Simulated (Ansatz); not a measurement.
Reaction (ligand exchange at the Sb–Se bond): `[CH3][SbH][SeH]` + `[AlH2][SH]` → `[CH3][SbH][S][AlH2]` + H₂Se

Gas-phase electronic energies from Ansatz, PBE0-D4/def2-TZVP geometries. CCSD(T)/CBS is the MP2 limit (def2-TZVPP, def2-QZVPP) plus CCSD(T) − MP2 in def2-TZVPP, frozen cores. This one scheme is used for every species. DFT in def2-TZVPP. def2 core potentials past Kr. For Sb, Se outer-core shells are correlated without core-valence functions, which leaves a few kJ/mol of doubt a bond. Scalar relativity is left out up to krypton. Each species was taken in one conformer, which may not be the lowest.

| level | ΔE (kJ/mol) |
| --- | --- |
| PBE-D4 | 14.3 |
| BHLYP-D4 | 15.7 |
| ωB97M-V | 14.8 |
| MP2/CBS(def2) | 13.3 |

(1) What does CCSD(T)/CBS give? (Best estimate.)

Largest T1 diagnostic among the species: 0.013.

Answers

(1) The calculation gave: +14.1 kJ/mol. The listed levels differ from it by 0.2, 1.6, 0.7, -0.8 kJ/mol.

The D4 term adds −4.7 kJ/mol with B3LYP and −2.7 kJ/mol with PBE0; it sums over pairs of atoms, weighted by their polarisabilities, and B3LYP, whose exchange is more repulsive, gets the larger term. Leaving LDA and LC-ωPBE aside and taking each functional with its dispersion term where it has one, the values, not all of them listed here, spread over 7.5 kJ/mol, from B97M-V to B2PLYP. LDA lies −3.0 kJ/mol from PBE without D4. In def2-TZVPP, CCSD(T) changes the Hartree–Fock value by −9.2 kJ/mol (the triples alone add −2.1 kJ/mol) and MP2 by −10.0 kJ/mol.

CCSD(T)/CBS has its own doubt, a few kJ/mol and more with outer-core shells, so smaller differences from it don't rank the levels.

B3LYP here is the variant with VWN-RPA as its local correlation; programs differ in this.
